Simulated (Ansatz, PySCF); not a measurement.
Molecule: bromo(fluoro)methane, CH2BrF, charge 0, multiplicity 1. 
Structure (B3LYP-D3(BJ)/def2-TZVP (Ansatz, an electronic-structure program) minimum search):
```
C
F 1 1.3614
H 1 1.0858 2 109.64
H 1 1.0858 3 113.27 2 122.82
Br 1 1.9569 3 106.81 4 117.31
```

Total electronic energies in hartree. Correlated levels leave the core frozen unless marked. Spin-orbit coupling is left out. The frozen core is the preceding noble-gas configuration, with the filled d and f shells of earlier blocks. No relativistic terms. CBS marks a two-point X^-3 extrapolation of the correlation energy; Hartree-Fock from the larger set. [CCSD(T)-MP2]/basis is that difference in the basis named.

```json
[
 {"level": "HF/6-31G*", "program": "Ansatz", "energy (Eh)": "-2710.55801"},
 {"level": "HF/aug-cc-pVDZ", "program": "Ansatz", "energy (Eh)": "-2710.86280"},
 {"level": "HF/cc-pVQZ", "program": "Ansatz", "energy (Eh)": "-2710.98801"},
 {"level": "RI-HF/aug-cc-pVQZ", "program": "Ansatz", "energy (Eh)": "-2710.98860"},
 {"level": "PBE-D4/def2-TZVPD", "program": "Ansatz + dftd4", "energy (Eh)": "-2712.82934"},
 {"level": "BLYP-D4/def2-TZVPD", "program": "Ansatz + dftd4", "energy (Eh)": "___"},
 {"level": "revPBE-D4/def2-TZVPD", "program": "Ansatz + dftd4", "energy (Eh)": "-2713.10354"},
 {"level": "BP86/def2-TZVPD", "program": "PySCF", "energy (Eh)": "-2713.63387"},
 {"level": "TPSS/def2-TZVPD", "program": "PySCF", "energy (Eh)": "-2713.28327"},
 {"level": "PBE0/def2-QZVPP", "program": "Ansatz", "energy (Eh)": "-2712.97728"},
 {"level": "r2SCANh-D4/def2-TZVPD", "program": "Ansatz + dftd4", "energy (Eh)": "-2713.26994"},
 {"level": "r2SCANh/def2-TZVPD", "program": "Ansatz", "energy (Eh)": "-2713.26937"},
 {"level": "PW6B95/def2-TZVPD", "program": "PySCF", "energy (Eh)": "-2714.64248"},
 {"level": "HSE06-D4/def2-TZVPD", "program": "Ansatz + dftd4", "energy (Eh)": "-2712.91812"},
 {"level": "B2GP-PLYP-D3(BJ)/def2-TZVPD", "program": "Ansatz + dftd3", "energy (Eh)": "-2712.68194"},
 {"level": "RI-MP2/CBS(cc-pVTZ,cc-pVQZ)", "program": "Ansatz", "energy (Eh)": "-2711.6646"},
 {"level": "SCS-MP2/cc-pVQZ", "program": "Ansatz", "energy (Eh)": "-2711.62238"},
 {"level": "CCSD/6-31G", "program": "Ansatz", "energy (Eh)": "-2710.72872"},
 {"level": "CCSD/cc-pVQZ", "program": "Ansatz", "energy (Eh)": "-2711.64533"},
 {"level": "CCSD(T)/6-31G*", "program": "Ansatz", "energy (Eh)": "-2711.00790"},
 {"level": "RI-MP2/CBS(aug-cc-pVTZ,aug-cc-pVQZ)+[CCSD(T)-MP2]/aug-cc-pVDZ", "program": "Ansatz", "energy (Eh)": "-2711.7061"},
 {"level": "RI-MP2/CBS(cc-pVTZ,cc-pVQZ)+[CCSD(T)-MP2]/cc-pVQZ", "program": "Ansatz", "energy (Eh)": "-2711.7094"},
 {"level": "CCSD(T)/CBS(cc-pVTZ,cc-pVQZ)", "program": "Ansatz", "energy (Eh)": "-2711.7090"}
]
```

### Question
What belongs in the gaps?

### Answer

- BLYP-D4/def2-TZVPD, energy (Eh): -2713.36569
